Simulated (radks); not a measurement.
Charge is removed step by step from the 5p down level of neutral xenon, starting from [Kr] 4d10 5s2 5p(up 3, down 3). Method: non-relativistic Kohn-Sham, PBE, spin-polarised, spherical densities, point nucleus; relativity is left out, which matters for an element this heavy; computed with a radial shooting solver on a logarithmic mesh with Libxc functionals.

| removed (e) | E - E(0) (eV) | eigenvalue (eV) | E minus straight line (eV) |
|---|---|---|---|
| 0 | 0.000 | -8.290 | 0.000 |
| 0.25 | 2.322 | -10.297 | -0.776 |
| 0.5 | 5.153 | -12.358 | -1.043 |
| 0.75 | 8.505 | -14.469 | -0.788 |
| 1 | 12.391 | -16.623 | 0.000 |

Removing the whole electron costs 12.391 eV by Delta-SCF, against 8.290 eV from minus the eigenvalue at the starting occupation. Slater's transition state (half an electron removed) gives 12.358 eV. Integrating minus the eigenvalue over the occupation (Janak's theorem) gives 12.391 eV. The mean slope of the eigenvalue, de/dn, is 8.33 eV per electron. Ionisation energy of Xe in the NIST Atomic Spectra Database: 12.130 eV (measured).
